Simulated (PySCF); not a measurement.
Stepwise substitution at one centre (Si NH2-OCH3). All species are isolated molecules in the gas phase. One relaxed conformer stands for each flexible species; it need not be the lowest. Strings in code marks are SMILES.

Quantity: redistribution energy (mixed species minus the weighted end members), in eV.

A: 2 of 4 NH2 replaced by OCH3: `CO[Si](OC)(N)N`
B: 1 of 4 NH2 replaced by OCH3: `CO[Si](N)(N)N`
C: 3 of 4 NH2 replaced by OCH3: `CO[Si](N)(OC)OC`

Q: Rank these by redistribution energy (mixed species minus the weighted end members) (lowest first), as B3LYP/3-21G // r2SCAN-D4/def2-SVP (PySCF) gives it.

A: A (-0.178 eV), B (-0.159 eV), C (-0.081 eV)
